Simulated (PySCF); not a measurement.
## Two-component Hartree-Fock for I(3+) (iodine, charge +3)

Start: [Kr] 4d10 5s2 5p2; 5p3/2 filled at m_j = +1/2, +3/2. Calculated with PySCF 2.14 in x2c-TZVPall-2c with one added diffuse shell each of s, p, d, f type (9s10p6d3f, 90 functions): generalised Hartree-Fock with the X2C-1e Hamiltonian and a Gaussian nucleus; one run each with spin-orbit coupling (SO) switched off, then screened by Boettger's factors. This is a chosen level, not necessarily the ground level.

| spinor shell | electrons | ε, spin-free (eV) | ε, screened SO (eV) | weight of nominal j (screened SO) | rms radius, screened SO (bohr) |
| --- | --- | --- | --- | --- | --- |
| 1s1/2 | 2 | -33366.8 | -33363.1 | 1.000 | 0.0311 |
| 2s1/2 | 2 | -5282.5 | -5281.4 | 1.000 | 0.127 |
| 2p1/2 | 2 | -4737.5 | -4945.3 | 1.000 | 0.109 |
| 2p3/2 | 4 | -4737.5 | -4643.9 | 1.000 | 0.115 |
| 3s1/2 | 2 | -1134.7 | -1134.4 | 1.000 | 0.334 |
| 3p1/2 | 2 | -953.82 | -994.05 | 1.000 | 0.327 |
| 3d3/2 | 4 | -683.54 | -690.61 | 1.000 | 0.311 |
| 3d5/2 | 6 | -683.54 | -678.55 | 1.000 | 0.314 |
| 4s1/2 | 2 | -243.17 | -243.09 | 1.000 | 0.787 |
| 4p1/2 | 2 | -183.82 | -191.75 | 1.000 | 0.826 |
| 4p3/2 | 4 | -183.82 | -180.20 | 1.000 | 0.854 |
| 4d3/2 | 4 | -94.621 | -95.718 | 0.993 | 0.980 |
| 4d5/2 | 6 | -94.621 | -93.824 | 0.995 | 0.991 |
| 5s1/2 | 2 | -51.191 | -51.202 | 0.999 | 1.97 |
| 5p3/2 | 2 | -39.757 | -39.591 | 0.604 | 2.26 |

Task: Where does 3p3/2 lie, and what is the 3p spin-orbit splitting (screened SO)?

Result: At -935.55 eV, 58.501 eV above 3p1/2.

```tsv
quantity	spin-free	screened SO
E (hartree)	-7109.55634	-7111.68401
M_J	2	2
⟨J²⟩	6.007	6.007
⟨L²⟩	2.004	2.901
⟨S²⟩	2.002	1.595
```

Each row is a mean over spinors that exchange with the open shell spreads, by up to 4.314 eV (5s1/2).

Rows whose weight is well below 1 are mixtures of j = l ± 1/2: exchange outweighs spin-orbit coupling there, and the label is only the starting occupation.

Breit and QED terms are absent; they matter most for the inner s and p1/2 levels.

Densities and radii are taken from the X2C orbitals without a picture-change correction, which distorts them close to the nucleus.

Without spin-orbit coupling the j labels of p, d and f shells carry no meaning; the spin-free column gives the mean over the occupied spinors of each nl shell.
